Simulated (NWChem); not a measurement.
System: CH₅O cation; SMILES C[OH2+]

Input file for NWChem:

```
start job
memory heap 200 mb stack 900 mb global 1100 mb
charge 1
geometry units angstroms noautosym nocenter noautoz
  C     -0.001327     0.799028     0.000000
  O     -0.030951    -0.686792     0.000000
  H     -0.544533     1.099928    -0.902007
  H     -0.544533     1.099928     0.902007
  H      1.041813     1.136781     0.000000
  H      0.324924    -1.117925    -0.802168
  H      0.324924    -1.117925     0.802168
end
basis spherical
  * library def2-svp
end
dft
  xc xpbe96 cpbe96
  iterations 150
end
cosmo
  do_cosmo_smd true
  solvent acetone
end
task dft energy
```

Geometry: optimised at PBE0/def2-SVP. Solvent: acetone.

Level: PBE/def2-SVP with SMD (1 M gas to 1 M solution), gas-phase geometry. Reactions with the solvent are ignored.

### Question
Predict the main results of this run. (PBE/def2-SVP, SMD on the gas-phase geometry.) Quantities: solvation free energy (kcal/mol); cavity-dispersion-structure term (kcal/mol).

### Answer
* **solvation free energy (kcal/mol)**: -68.5
* **cavity-dispersion-structure term (kcal/mol)**: 0.0
